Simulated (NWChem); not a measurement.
Spin states of H₂F₂Ge

```xyz
5

Ge     0.0000     0.0000     0.3372
F     -1.3897     0.0000    -0.7235
F      1.3897     0.0000    -0.7235
H      0.0000    -1.3321     1.1174
H      0.0000     1.3321     1.1174
```
Charge 0, spin multiplicity 1.

All runs are NWChem calculations. The geometry was optimised at PBE/def2-SVP, a minimum by its harmonic frequencies.

Basis set: def2-SVP. The gap is E(triplet) − E(singlet) at the geometry of the singlet, so a negative value puts the higher spin lower. Open shells are unrestricted, and the singlet is the closed-shell solution. The triplet is the single determinant that the SCF runs reached, with unpaired electrons in orbitals of symmetry a1 and b2 (C2v labels); it need not be the lowest triplet, which in molecules with degenerate π orbitals can need several determinants.

The Hamiltonian is non-relativistic. The correlated methods keep 11 core orbitals frozen. B3LYP has NWChem's definition, with VWN1-RPA local correlation. The structure started from a generated list of species. The stability of the SCF solutions was not checked. Open-shell Hartree-Fock references start from PBE0 orbitals.

Task: Order these methods by the vertical singlet-triplet gap they give, lowest first: PBE, B3LYP, HF, TPSS, B2PLYP, MP2.

Result: PBE (164.2 kcal/mol), TPSS (167.8 kcal/mol), B3LYP (175.5 kcal/mol), B2PLYP (185.5 kcal/mol), MP2 (198.0 kcal/mol), HF (198.9 kcal/mol)
